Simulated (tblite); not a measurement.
C5H9NOSi.
Cartesian coordinates in Å at the GFN2-xTB level; atoms count from 1:
```xyz
17
C5H9NOSi angstrom
N      3.6442    0.4262   -0.3073
C      2.5720    0.3114    0.0782
C      1.2217    0.1749    0.5190
C      0.7133   -1.2570    0.2602
O     -0.6108   -1.4542    0.6773
C     -1.5859   -0.8529   -0.1435
C     -1.6402    0.6718   -0.0074
Si     0.0667    1.4201   -0.3835
H      1.1921    0.3611    1.5974
H      1.3066   -1.9764    0.8333
H      0.8190   -1.4953   -0.8098
H     -2.5324   -1.2995    0.1740
H     -1.4075   -1.1276   -1.1946
H     -2.4096    1.0562   -0.6748
H     -1.9462    0.9157    1.0109
H      0.3504    1.3801   -1.8214
H      0.2396    2.7574    0.1821
```

All values are computed: GFN2-xTB (tblite) harmonic vibrations without scaling, gas phase. This tight-binding method is rough: wavenumbers can miss measured ones by several per cent, in bad cases by 10 to 20. Modes of hydrogen on silicon can be 10 to 20 % off. One conformer, not necessarily the lowest.

Harmonic wavenumbers (cm⁻¹): 75.6, 127.8, 159.3, 222.4, 260.8, 366.2, 388.0, 437.9, 470.3, 521.0, 555.5, 558.1, 648.4, 682.9, 719.7, 761.7, 801.4, 912.2, 954.5, 992.4, 1014.9, 1038.8, 1058.0, 1102.3, 1132.8, 1162.9, 1197.2, 1230.9, 1272.7, 1299.7, 1337.0, 1346.4, 1459.1, 1469.1, 1474.5, 2258.2, 2288.9, 2393.0, 2858.4, 2860.3, 2931.1, 2954.7, 2957.9, 2984.7, 3005.5.

A = 3010, B = 1325, C = 983.9 MHz; mass 127.045 u (most abundant isotopes); point group C1, symmetry number 1.

**Question.** Zero-point energy?

**Answer.** Half the sum of the wavenumbers: 28353 cm⁻¹ = 81.06 kcal/mol.

**Question.** Give the ideal-gas entropy at 400 K and 1 bar in the rigid-rotor, harmonic-oscillator model (classical rotation).

**Answer.** Translation 41.92, rotation 29.67, vibration 30.11: S = 101.7 cal/(mol K).

**Question.** And Cp and H(400 K) − H(0)?

**Answer.** Cp = 44.20 cal/(mol K), of which vibrations give 36.25 (their classical limit is 45 R = 89.4); H(400 K) − H(0) = 10.02 kcal/mol without the zero-point energy, 6.84 from vibrations.

**Question.** Which modes carry the vibrational entropy at 400 K?

**Answer.** 75.6 cm⁻¹: 4.58; 127.8 cm⁻¹: 3.55; 159.3 cm⁻¹: 3.12; 222.4 cm⁻¹: 2.48; 260.8 cm⁻¹: 2.19; 366.2 cm⁻¹: 1.58 cal/(mol K); the other 39 give 12.61 together.

**Question.** Blend soft modes into free rotors: weight 1/[1 + (100 cm⁻¹/ν̃)⁴] for the oscillator and the rest for a rotor with moment μB/(μ + B), μ = h/(8π²ν), B = 10⁻⁴⁴ kg m². What vibrational entropy results?

**Answer.** 29.01 cal/(mol K) in place of 30.11, which changes −T·S at 400 K by +0.44 kcal/mol.

**Question.** What must be added to the electronic energy to get the Gibbs energy at 400 K and 1 bar?

**Answer.** ZPE + [H(400 K) − H(0)] − T·S = 81.06 + 10.02 − 40.68 = 50.40 kcal/mol.

Hindered rotation and anharmonicity are outside this model. Other conformers, if any are populated, would add a mixing term that is left out. The structure is chiral; the term R ln 2 for an equal mix with its mirror image is left out.
